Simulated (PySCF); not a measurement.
**In(2+) (indium, charge +2): UHF calculation**

Configuration: [Kr] 4d9 5s1 5p1, one real determinant (an excited configuration). All numbers are calculated (PySCF 2.14, a scalar-relativistic core potential, in aug-cc-pV5Z-PP with ECP28MDF).

```
Total energy                                                  : -187.668310 hartree
One-electron energy                                           : -316.5077 hartree
Hartree (Coulomb) energy                                      : 143.9925 hartree
Exchange energy                                               : -15.1531 hartree
⟨S²⟩                                                          : 3.7511
⟨L²⟩                                                          : 8.040
Sum of ⟨r⟩                                                    : 22.51 bohr
Sum of ⟨r²⟩                                                   : 34.80 bohr²
Traceless quadrupole moment −½Σ⟨3z² − r²⟩ along its main axis : -3.32 e·bohr²
Time after the integrals                                      : roughly 5 core-seconds
```

```json
{"shell": "4s α", "electrons": "1", "mean orbital energy (hartree)": "-6.34628", "spread (hartree)": "0", "rms radius, mean of both spins (bohr)": "0.907"}
{"shell": "4s β", "electrons": "1", "mean orbital energy (hartree)": "-6.22841", "spread (hartree)": "0", "rms radius, mean of both spins (bohr)": "0.907"}
{"shell": "4p α", "electrons": "3", "mean orbital energy (hartree)": "-4.58612", "spread (hartree)": "0.07732", "rms radius, mean of both spins (bohr)": "0.985"}
{"shell": "4p β", "electrons": "3", "mean orbital energy (hartree)": "-4.45776", "spread (hartree)": "0.08220", "rms radius, mean of both spins (bohr)": "0.985"}
{"shell": "4d α", "electrons": "5", "mean orbital energy (hartree)": "-1.93067", "spread (hartree)": "0.07499", "rms radius, mean of both spins (bohr)": "1.22"}
{"shell": "4d β", "electrons": "4", "mean orbital energy (hartree)": "-1.86651", "spread (hartree)": "0.03008", "rms radius, mean of both spins (bohr)": "1.22"}
{"shell": "5s α", "electrons": "1", "mean orbital energy (hartree)": "-1.15093", "spread (hartree)": "0", "rms radius, mean of both spins (bohr)": "2.44"}
{"shell": "5p α", "electrons": "1", "mean orbital energy (hartree)": "-0.85221", "spread (hartree)": "0", "rms radius, mean of both spins (bohr)": "2.84"}
```

⟨L²⟩ = 8.04 against 12 for a pure F term, so this real determinant mixes terms. Energies and moments cover only the electrons outside the core potential.
